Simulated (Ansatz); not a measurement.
The same group exchange along the group O, S, Se.

Gas-phase electronic energies from Ansatz, PBE0-D4/def2-TZVP geometries. CCSD(T)/CBS is the MP2 limit (def2-TZVPP, def2-QZVPP) plus CCSD(T) − MP2 in def2-TZVPP, frozen cores. This one scheme is used for every species. Double bonds are as drawn, so ΔE can hold a change between cis and trans. Functionals use def2-TZVPP. For Se outer-core shells are correlated without core-valence functions, which leaves a few kJ/mol of doubt a bond. Scalar relativity is left out up to krypton. Each species was taken in one conformer, which may not be the lowest.

```
                                         reaction  CCSD(T)/CBS(def2) (kcal/mol)
        `OB(Cl)Cl` + `C=NC` → `C/N=C/O` + `ClBCl`                          33.7
        `SB(Cl)Cl` + `C=NC` → `C/N=C/S` + `ClBCl`                             ?
`ClB(Cl)[SeH]` + `C=NC` → `C/N=C/[SeH]` + `ClBCl`                          21.5
```

Question: Fill in the missing values. (An estimate is asked.)

Answer: Ansatz gave: `SB(Cl)Cl` + `C=NC` → `C/N=C/S` + `ClBCl`: +22.4 kcal/mol.

Largest T1 diagnostic: 0.013, for `C/N=C/O`.
